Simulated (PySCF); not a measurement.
An unknown gives this computed stick spectrum. The calculation used PySCF, TDDFT PBE0/def2-SVPD, vertical, gas phase, core orbitals frozen in the response. Geometries: GFN2-xTB, one conformer each.

```json
{"state": "S1", "ν̃ (cm⁻¹)": "45420", "f": "0.387", "main configurations (H = HOMO, L = LUMO)": "H→L (89%)"}
{"state": "S2", "ν̃ (cm⁻¹)": "48010", "f": "0.0071", "main configurations (H = HOMO, L = LUMO)": "H-1→L (96%)"}
{"state": "S3", "ν̃ (cm⁻¹)": "48970", "f": "0.133", "main configurations (H = HOMO, L = LUMO)": "H-2→L (88%)"}
{"state": "S4", "ν̃ (cm⁻¹)": "52710", "f": "0.0019", "main configurations (H = HOMO, L = LUMO)": "H→L+1 (92%)"}
{"state": "S5", "ν̃ (cm⁻¹)": "54550", "f": "0.0015", "main configurations (H = HOMO, L = LUMO)": "H→L+2 (16%), H-2→L+2 (14%), H-2→L+4 (12%)"}
{"state": "S6", "ν̃ (cm⁻¹)": "55430", "f": "0.0057", "main configurations (H = HOMO, L = LUMO)": "H→L+2 (43%), H-3→L (23%), H-1→L+3 (8%)"}
{"state": "S7", "ν̃ (cm⁻¹)": "56380", "f": "0.0033", "main configurations (H = HOMO, L = LUMO)": "H-4→L (21%), H→L+3 (17%), H-1→L+2 (16%)"}
{"state": "S8", "ν̃ (cm⁻¹)": "56590", "f": "0.0097", "main configurations (H = HOMO, L = LUMO)": "H-4→L (33%), H-1→L+3 (12%), H→L+3 (9%)"}
```

Triplets computed (Tamm–Dancoff): 3.18, 5.01, 5.44 eV.

Question: Which structure fits? All have the formula C8H10.
A. `C=CC#CC1CCC1`
B. `Cc1cccc(C)c1`
C. `C=CCC1=CCC=C1`
D. `C(C#C)CC(C=C)=C`
E. `C#C[C@H](C#CC)CC`

Answer: D. Its S1 lies at 5.63 eV; the nearest of the others has S1 at 5.35 eV. S1 is HOMO→LUMO (89%). Löwdin shares by element: HOMO carbon 81% or more (atoms not listed hold the other 19%); LUMO carbon 79% or more (atoms not listed hold the other 21%). At the same level the other candidates give, for their lowest levels:
- `C=CCC1=CCC=C1`: 5.04 eV (f 0.063); 5.84 eV (f 0.016); 6.08 eV (f 0.110); 6.17 eV (f 0.002); 6.55 eV (f 0.003); T1 3.12 eV; HOMO -6.27, LUMO -0.53 eV
- `Cc1cccc(C)c1`: 5.35 eV (f 0.004); 6.01 eV (f 0.011); 6.58 eV (f 0.000); 6.81 eV (f 0.423); 6.81 eV (f 0.026); T1 4.06 eV; HOMO -6.80, LUMO -0.09 eV
- `C#C[C@H](C#CC)CC`: 6.49 eV (f 0.003); 6.59 eV (f 0.001); 6.72 eV (f 0.020); 6.79 eV (f 0.022); 6.85 eV (f 0.005); T1 5.36 eV; HOMO -7.28, LUMO 0.62 eV
- `C=CC#CC1CCC1`: 5.07 eV (f 0.000); 5.41 eV (f 0.360); 5.99 eV (f 0.000); 6.45 eV (f 0.000); 6.97 eV (f 0.002); T1 3.37 eV; HOMO -6.65, LUMO -0.65 eV

The values belong to the conformer `[CH:1]#[C:2][CH2:3][CH2:4][C:5](=[CH2:6])[CH:7]=[CH2:8]`: C2–C3–C4–C5 -179°, C3–C4–C5–C6 100°, C4–C5–C7–C8 -3°.
